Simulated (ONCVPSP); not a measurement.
potassium: what ONCVPSP 4.0.1 does with a changed input

Command:

```bash
oncvpspr.x < K.dat > K.out
```

Input:

```
# ATOM AND REFERENCE CONFIGURATION
# atsym  z   nc   nv     iexc    psfile
  K 19.00    3    2  -116133      upf
#
#   n    l    f
    1    0    2.00
    2    0    2.00
    2    1    6.00
    3    0    2.00
    3    1    6.00
#
# PSEUDOPOTENTIAL AND OPTIMIZATION
# lmax
    2
#
#   l,   rc,      ep,       ncon, nbas, qcut
    0    1.90    0.00    3    7    7.60
    1    2.10    0.00    3    7    5.50
    2    4.80    0.02    4    7    5.60
#
# LOCAL POTENTIAL
# lloc, lpopt,  rc(5),   dvloc0
    4    5    1.35    1.00
#
# VANDERBILT-KLEINMAN-BYLANDER PROJECTORs
# l, nproj, debl
    0    1    1.70
    1    2    2.20
    2    2    0.80
#
# MODEL CORE CHARGE
# icmod, fcfact, rcfact
    3    4.25    1.10
#
# LOG DERIVATIVE ANALYSIS
# epsh1, epsh2, depsh
   -3.00    5.00    0.02
#
# OUTPUT GRID
# rlmax, drl
    6.00    0.01
#
# TEST CONFIGURATIONS
# ncnf
    4
# nvcnf
#   n    l    f
    3
    3    0    2.00
    3    1    6.00
    4    0    1.00
#
    3
    3    0    2.00
    3    1    6.00
    4    0    0.50
#
    3
    3    0    2.00
    3    1    6.00
    4    1    1.00
#
    3
    3    0    2.00
    3    1    5.00
    4    0    1.00
#
```

This is an input that runs to its end, with one change: rc of l = 2 set to 4.80 bohr.

Question: How does the run end?

Answer: The program runs through. Ghost flags: none; the largest excitation error among the 4 tests with output is 134 meV, as for the unchanged input. Messages: WARNING this state with energy -0.13702563; WARNING wellstate: localized bound state found for n= 3 l= 2; WARNING will be used for the first projector.

```

    Total energies and differences
      AE_ref= -6.01132847E+02  AE_tst= -6.01228263E+02  dif= -9.54E-02
      PS_ref= -2.81072123E+01  PS_tst= -2.82034186E+01  dif= -9.62E-02
      PSP excitation error=  7.90E-04

Test configuration 3

   n   l kap    f        eae           eps        diff
   1   0  -1  2.0000 -129.29391060
   2   0  -1  2.0000  -13.02083658
   2   1  -2  4.0000  -10.30414563
   2   1   1  2.0000  -10.41021944
   3   0  -1  2.0000   -1.35110341   -1.35110110    2.32E-06
   3   1  -2  4.0000   -0.74176034   -0.74179380   -3.35E-05
   3   1   1  2.0000   -0.75163722   -0.75167038   -3.32E-05
   4   1  -2  0.6667   -0.05011747   -0.05011769   -2.14E-07
   4   1   1  0.3333   -0.05039778   -0.05039680    9.73E-07

    Total energies and differences
      AE_ref= -6.01132847E+02  AE_tst= -6.01232056E+02  dif= -9.92E-02
      PS_ref= -2.81072123E+01  PS_tst= -2.82064202E+01  dif= -9.92E-02
      PSP excitation error= -1.70E-06

Test configuration 4

   n   l kap    f        eae           eps        diff
   1   0  -1  2.0000 -129.81712621
   2   0  -1  2.0000  -13.52422284
   2   1  -2  4.0000  -10.81004955
   2   1   1  2.0000  -10.91627818
   3   0  -1  2.0000   -1.77632988   -1.77128009    5.05E-03
   3   1  -2  3.3333   -1.14894971   -1.14297477    5.97E-03
   3   1   1  1.6667   -1.15978565   -1.15370995    6.08E-03
   4   0  -1  1.0000   -0.31555976   -0.31795782   -2.40E-03

    Total energies and differences
      AE_ref= -6.01132847E+02  AE_tst= -6.00372877E+02  dif=  7.60E-01
      PS_ref= -2.81072123E+01  PS_tst= -2.73521645E+01  dif=  7.55E-01
      PSP excitation error=  4.92E-03
```
